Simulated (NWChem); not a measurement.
System: C4H6Si; SMILES C#C/C=C/[SiH3]

Here is an NWChem input.

```
start job
memory heap 200 mb stack 900 mb global 1100 mb
geometry units angstroms noautoz
  C      0.141185    -3.235368     0.000000
  C     -0.106141    -2.049718     0.000000
  C     -0.436449    -0.664593     0.000000
  C      0.467711     0.338863     0.000000
  Si    -0.004475     2.147638     0.000000
  H      0.377762    -4.274994     0.000000
  H     -1.502692    -0.434185     0.000000
  H      1.523034     0.063359     0.000000
  H     -1.488253     2.259526     0.000000
  H      0.537388     2.841947     1.201015
  H      0.537388     2.841947    -1.201015
end
basis spherical
  * library def2-svp
end
dft
  xc b3lyp
  iterations 150
  mulliken
end
task dft energy
```

Output (shortened):

```
             Northwest Computational Chemistry Package (NWChem) 7.3.0
             --------------------------------------------------------

 CS  symmetry detected

                             Geometry "geometry" -> ""
                             -------------------------

 Output coordinates in angstroms (scale by  1.889725989 to convert to a.u.)

  No.       Tag          Charge          X              Y              Z
 ---- ---------------- ---------- -------------- -------------- --------------
    1 C                    6.0000     0.14431271    -3.22809355     0.00000000
    2 C                    6.0000    -0.10683016    -2.04324617     0.00000000
    3 C                    6.0000    -0.44159697    -0.65919204     0.00000000
    4 C                    6.0000     0.45932691     0.34717043     0.00000000
    5 Si                  14.0000    -0.01868145     2.15441547     0.00000000
    6 H                    1.0000     0.38423640    -4.26695231     0.00000000
    7 H                    1.0000    -1.50857642    -0.43221886     0.00000000
    8 H                    1.0000     1.51553164     0.07506632     0.00000000
    9 H                    1.0000    -1.50281207     2.26152467     0.00000000
   10 H                    1.0000     0.52094286     2.85046583     1.20101500
   11 H                    1.0000     0.52094286     2.85046583    -1.20101500

 Effective nuclear repulsion energy (a.u.)     174.3564122277

      Symmetry information
      --------------------

 Group name             Cs
 Group number              2
 Group order               2
 No. of unique centers    10

                                 NWChem DFT Module
                                 -----------------

 Summary of "ao basis" -> "ao basis" (spherical)
 ------------------------------------------------------------------------------
       Tag                 Description            Shells   Functions and Types
 ---------------- ------------------------------  ------  ---------------------
 C                          def2-svp                 6       14   3s2p1d
 Si                         def2-svp                 8       18   4s3p1d
 H                          def2-svp                 3        5   2s1p

      Symmetry analysis of basis
      --------------------------

        a'         74
        a"         30

            General Information
            -------------------
          SCF calculation type: DFT
          Wavefunction type:  closed shell.
          No. of atoms     :    11
          No. of electrons :    44
           Alpha electrons :    22
            Beta electrons :    22
          Charge           :     0
          Spin multiplicity:     1
          Use of symmetry is: on ; symmetry adaption is: on
          Maximum number of iterations: 150
          AO basis - number of functions:   104
                     number of shells:    50
          Convergence on energy requested:  1.00D-06
          Convergence on density requested:  1.00D-05
          Convergence on gradient requested:  5.00D-04

              XC Information
              --------------
                         B3LYP Method XC Potential
                     Hartree-Fock (Exact) Exchange  0.200
                        Slater Exchange Functional  0.800 local
                    Becke 1988 Exchange Functional  0.720 non-local
              Lee-Yang-Parr Correlation Functional  0.810
                  VWN I RPA Correlation Functional  0.190 local

             Grid Information
             ----------------
          Grid used for XC integration:  medium
          Radial quadrature: Mura-Knowles
          Angular quadrature: Lebedev.
          Tag              B.-S. Rad. Rad. Pts. Rad. Cut. Ang. Pts.
          ---              ---------- --------- --------- ---------
          C                   0.70       49          14.0       434
          Si                  1.10       88          14.0       590
          H                   0.35       45          15.0       434
          Grid pruning is: on
          Number of quadrature shells:   509
          Spatial weights used:  Erf1

      Superposition of Atomic Density Guess
      -------------------------------------

 Sum of atomic energies:        -442.23346051

      Non-variational initial energy
      ------------------------------

 Total energy =    -444.900791
 1-e energy   =    -950.572374
 2-e energy   =     331.315171
 HOMO         =      -0.293052
 LUMO         =      -0.053215

      Symmetry analysis of molecular orbitals - initial
      -------------------------------------------------

  Numbering of irreducible representations:

     1 a'          2 a"

  Orbital symmetries:

     1 a'          2 a'          3 a'          4 a'          5 a'
     6 a'          7 a'          8 a'          9 a"         10 a'
    11 a'         12 a'         13 a'         14 a'         15 a'
    16 a'         17 a"         18 a'         19 a"         20 a'
    21 a'         22 a"         23 a"         24 a'         25 a'
    26 a'         27 a"         28 a'         29 a"         30 a'
    31 a'         32 a'

     ---------------------------------------------
      Total Density - Mulliken Population Analysis
     ---------------------------------------------

    Atom       Charge   Shell Charges
 -----------   ------   -------------------------------------------------------
    1 C    6     6.36   1.99  0.98  0.62  1.94  0.80  0.03
    2 C    6     5.85   1.99  0.98  0.25  1.93  0.66  0.04
    3 C    6     6.02   1.99  0.96  0.24  1.89  0.90  0.04
    4 C    6     6.33   1.99  0.99  0.32  1.97  1.04  0.02
    5 Si  14    13.55   2.00  1.99  1.00  0.28  5.94  1.14  1.07  0.14
    6 H    1     0.87   0.63  0.22  0.03
    7 H    1     0.90   0.67  0.20  0.02
    8 H    1     0.90   0.67  0.20  0.03
    9 H    1     1.08   0.70  0.37  0.01
   10 H    1     1.07   0.70  0.36  0.01
   11 H    1     1.07   0.70  0.36  0.01

   convergence    iter        energy       DeltaE   RMS-Dens  Diis-err
 ---------------- ----- ----------------- --------- --------- ---------
 d= 0,ls=0.0,diis     1   -445.1987785598 -6.20D+02  7.73D-03  3.71D-01
 d= 0,ls=0.0,diis     2   -445.2402492011 -4.15D-02  3.05D-03  5.23D-02
 d= 0,ls=0.0,diis     3   -445.2403223354 -7.31D-05  1.69D-03  5.45D-02
 d= 0,ls=0.0,diis     4   -445.2465609123 -6.24D-03  5.81D-04  7.81D-03
 d= 0,ls=0.0,diis     5   -445.2475450390 -9.84D-04  1.53D-04  3.47D-04
  Resetting Diis
 d= 0,ls=0.0,diis     6   -445.2475802473 -3.52D-05  6.82D-05  6.05D-05
 d= 0,ls=0.0,diis     7   -445.2475888893 -8.64D-06  4.78D-05  6.04D-06
 d= 0,ls=0.0,diis     8   -445.2475865287  2.36D-06  3.18D-05  2.19D-05
 d= 0,ls=0.0,diis     9   -445.2475897398 -3.21D-06  3.85D-06  3.14D-07
 d= 0,ls=0.0,diis    10   -445.2475897788 -3.90D-08  1.12D-06  2.43D-08

         Total DFT energy =     -445.247589778780
      One electron energy =     -954.826280311771
           Coulomb energy =      379.961673435066
    Exchange-Corr. energy =      -44.739395129765
 Nuclear repulsion energy =      174.356412227691

 Numeric. integr. density =       43.999986202494

                  Occupations of the irreducible representations
                  ----------------------------------------------

                     irrep           alpha         beta
                     --------     --------     --------
                     a'               18.0         18.0
                     a"                4.0          4.0

                       DFT Final Molecular Orbital Analysis
                       ------------------------------------

 Vector   20  Occ=2.000000D+00  E=-3.387928D-01  Symmetry=a"
              MO Center=  6.6D-02, -6.6D-02,  2.4D-14, r^2= 6.7D+00
   Bfn.  Coefficient  Atom+Function         Bfn.  Coefficient  Atom+Function
  ----- ------------  ---------------      ----- ------------  ---------------
    20      0.302775   2 C  pz               34      0.256325   3 C  pz
     6      0.220791   1 C  pz               95     -0.209373  10 H  s
   100      0.209373  11 H  s                66     -0.177774   5 Si pz
    37      0.156405   3 C  pz               23      0.152799   2 C  pz
    96     -0.125714  10 H  s               101      0.125714  11 H  s

 Vector   21  Occ=2.000000D+00  E=-2.868980D-01  Symmetry=a'
              MO Center= -4.2D-03, -2.5D+00, -4.7D-16, r^2= 1.9D+00
   Bfn.  Coefficient  Atom+Function         Bfn.  Coefficient  Atom+Function
  ----- ------------  ---------------      ----- ------------  ---------------
     4      0.419790   1 C  px               18      0.396464   2 C  px
     7      0.253773   1 C  px               21      0.210653   2 C  px
    80      0.118352   7 H  s                47      0.109175   4 C  py
    32     -0.098164   3 C  px               19      0.090409   2 C  py
     5      0.089896   1 C  py               45     -0.083119   4 C  s

 Vector   22  Occ=2.000000D+00  E=-2.560873D-01  Symmetry=a"
              MO Center=  1.2D-01, -1.2D+00,  1.4D-15, r^2= 4.3D+00
   Bfn.  Coefficient  Atom+Function         Bfn.  Coefficient  Atom+Function
  ----- ------------  ---------------      ----- ------------  ---------------
     6      0.348400   1 C  pz               48     -0.331028   4 C  pz
    20      0.254743   2 C  pz               34     -0.243743   3 C  pz
    51     -0.239216   4 C  pz                9      0.226944   1 C  pz
    37     -0.172736   3 C  pz               23      0.153881   2 C  pz
    96      0.095702  10 H  s               101     -0.095702  11 H  s

 Vector   23  Occ=0.000000D+00  E=-5.442543D-02  Symmetry=a"
              MO Center=  8.4D-02, -6.8D-01,  5.8D-16, r^2= 4.4D+00
   Bfn.  Coefficient  Atom+Function         Bfn.  Coefficient  Atom+Function
  ----- ------------  ---------------      ----- ------------  ---------------
    51      0.449705   4 C  pz               37     -0.398030   3 C  pz
    48      0.360185   4 C  pz               34     -0.345135   3 C  pz
     9      0.340537   1 C  pz                6      0.288755   1 C  pz
    69      0.206238   5 Si pz               96     -0.203726  10 H  s
   101      0.203726  11 H  s                23     -0.172474   2 C  pz

 Vector   24  Occ=0.000000D+00  E= 2.238038D-02  Symmetry=a'
              MO Center= -1.5D-01, -5.3D-01,  1.3D-15, r^2= 8.1D+00
   Bfn.  Coefficient  Atom+Function         Bfn.  Coefficient  Atom+Function
  ----- ------------  ---------------      ----- ------------  ---------------
    45      1.023473   4 C  s                68      0.807915   5 Si py
    81     -0.547921   7 H  s                 7      0.467498   1 C  px
    21     -0.405105   2 C  px               67     -0.359066   5 Si px
     4      0.302865   1 C  px               18     -0.300014   2 C  px
    91     -0.259517   9 H  s                86     -0.257817   8 H  s

 Vector   25  Occ=0.000000D+00  E= 5.605373D-02  Symmetry=a'
              MO Center=  6.0D-02,  1.8D+00,  1.6D-14, r^2= 5.3D+00
   Bfn.  Coefficient  Atom+Function         Bfn.  Coefficient  Atom+Function
  ----- ------------  ---------------      ----- ------------  ---------------
    67      1.444900   5 Si px               91      1.328727   9 H  s
    45     -0.447093   4 C  s                96     -0.407984  10 H  s
   101     -0.407984  11 H  s                21     -0.265307   2 C  px
    17     -0.262261   2 C  s                 3      0.246219   1 C  s
    31      0.229488   3 C  s                64      0.206149   5 Si px

     ---------------------------------------------
      Total Density - Mulliken Population Analysis
     ---------------------------------------------

    Atom       Charge   Shell Charges
 -----------   ------   -------------------------------------------------------
    1 C    6     6.36   1.99  0.92  0.69  2.03  0.72  0.02
    2 C    6     5.65   1.99  0.92  0.23  2.06  0.42  0.03
    3 C    6     6.05   1.99  0.92  0.25  2.09  0.76  0.04
    4 C    6     6.16   1.99  0.93  0.28  2.06  0.88  0.02
    5 Si  14    13.57   2.00  1.98  1.05  0.20  5.93  1.32  0.92  0.18
    6 H    1     0.99   0.74  0.22  0.03
    7 H    1     0.97   0.75  0.20  0.02
    8 H    1     0.97   0.74  0.20  0.02
    9 H    1     1.10   0.75  0.34  0.01
   10 H    1     1.09   0.74  0.33  0.01
   11 H    1     1.09   0.74  0.33  0.01

     -------------------------------------------
      Total Density - Lowdin Population Analysis
     -------------------------------------------

    Atom       Charge   Shell Charges
 -----------   ------   -------------------------------------------------------
    1 C    6     6.05   1.97  0.63  0.35  1.83  1.23  0.05
    2 C    6     6.02   1.97  0.64  0.30  1.87  1.17  0.08
    3 C    6     6.03   1.97  0.60  0.30  1.89  1.19  0.10
    4 C    6     6.17   1.97  0.63  0.34  1.88  1.30  0.06
    5 Si  14    13.54   2.00  1.93  0.66  0.33  5.82  1.32  1.20  0.28
    6 H    1     0.96   0.61  0.28  0.08
    7 H    1     0.96   0.63  0.26  0.07
    8 H    1     0.97   0.63  0.27  0.07
    9 H    1     1.10   0.65  0.43  0.02
   10 H    1     1.10   0.65  0.42  0.02
   11 H    1     1.10   0.65  0.42  0.02

     Multipole analysis of the density
     ---------------------------------

     L   x y z        total         alpha         beta         nuclear
     -   - - -        -----         -----         ----         -------
     0   0 0 0     -0.000000    -22.000000    -22.000000     44.000000

     1   1 0 0      0.045428      0.022714      0.022714      0.000000
     1   0 1 0     -0.154220     -0.077110     -0.077110      0.000000
     1   0 0 1      0.000000      0.000000      0.000000      0.000000

     2   2 0 0    -28.086697    -32.176744    -32.176744     36.266791
     2   1 1 0     -0.688124      0.813048      0.813048     -2.314219
     2   1 0 1     -0.000000     -0.000000     -0.000000      0.000000
     2   0 2 0    -25.852022   -362.262243   -362.262243    698.672465
     2   0 1 1      0.000000      0.000000      0.000000      0.000000
     2   0 0 2    -30.407245    -20.354658    -20.354658     10.302071
```

Level: B3LYP/def2-SVP. All runs use the structure optimised with B3LYP/6-31G* (spherical d).
